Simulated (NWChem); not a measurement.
Species: AlPH4O2; SMILES [Al]([OH])([PH2])[OH]

```xyz
8

Al    -0.0069     0.4864     0.0000
O     -0.0214     1.2767    -1.5046
H     -0.0521     2.2122    -1.7046
O     -0.0214     1.2767     1.5046
H     -0.0521     2.2122     1.7046
P     -0.0824    -1.8230     0.0000
H      0.8864    -1.9153     1.0470
H      0.8864    -1.9153    -1.0470
```
Atoms are numbered in this order, from 1.

All runs: NWChem. Medium grid unless said otherwise, to which SCAN and Minnesota functionals are sensitive. Coordinates come from a PBE0/def2-SVP optimisation. Level r2SCAN/def2-SVP: single points from the atomic guess with DIIS by default; each run changes one setting, and all converged runs end within 0.3 mHa of each other. NWChem's automatic level shift, which a small gap switches on, acted in some of these runs.

```
setting                           SCF iterations
--------------------------------  --------------
defaults                                       8
level shift of 0.5 Ha throughout              14
no DIIS, 40 % damping                         23
core-Hamiltonian guess                        20
70 % damping for 30 cycles                    33
DIIS on 3 Fock matrices                        8
```
